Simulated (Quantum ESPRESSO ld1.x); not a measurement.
Question: Os17+, configuration [Xe] 4f3 6s2 (not the ground configuration). All-electron calculation, Dirac Kohn-Sham, PBEsol, spin-unpolarised, spherical densities, point nucleus; open shells are shared between the two j in proportion to 2j + 1. Program: ld1.x of Quantum ESPRESSO 7.5.

Spin-orbit splittings of the eigenvalues, e(l+1/2) - e(l-1/2), with zeta = 2 splitting/(2l+1) and mean radii in bohr:

| shell | occ. | splitting (eV) | zeta (eV) | <r> j=l-1/2 | <r> j=l+1/2 |
|---|---|---|---|---|---|
| 2p | 6 | ? | ? | 0.06136 | 0.06956 |
| 3p | 6 | 334.1 | 222.7 | 0.1834 | 0.1983 |
| 3d | 10 | 72.12 | 28.85 | 0.1733 | 0.1779 |
| 4p | 6 | 88.05 | 58.70 | 0.4172 | 0.4452 |
| 4d | 10 | 17.49 | 6.997 | 0.4451 | 0.4535 |
| 4f | 3 | 4.260 | 1.217 | 0.4413 | 0.4451 |
| 5p | 6 | 25.54 | 17.03 | 0.8443 | 0.8904 |
| 5d | 0 | 4.844 | 1.938 | 0.9492 | 0.9626 |
| 6p | 0 | 10.08 | 6.719 | 1.478 | 1.540 |

Estimate the 2p splitting.

Answer: 1528 eV (zeta = 1019 eV).
